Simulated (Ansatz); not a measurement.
# The dipole moment down a group: C to Ge

Gas-phase molecules, one atom swapped for its congeners: GeH2(CH3)F; GeH2(SiH3)F; GeH2(GeH3)F. All are singlets with charge 0.

Shapes, held fixed at every level: PBE0-D4/def2-TZVP. Programs: Ansatz 0.2.0. Values in D.

Task: How should the dipole moment change along the series?

Result: At wB97M-V/def2-TZVPP the dipole moment falls at every step, from 2.45 to 2.16 D. Every level shows the same order. Relativity is left out for Ge.

```
               level  GeH2(CH3)F  GeH2(SiH3)F  GeH2(GeH3)F
   PBE-D4/def2-TZVPP        2.34         2.05         2.00
r2SCAN-D4/def2-TZVPP        2.42         2.15         2.08
 B3LYP-D4/def2-TZVPP        2.46         2.22         2.15
  wB97M-V/def2-TZVPP        2.45         2.23         2.16
```
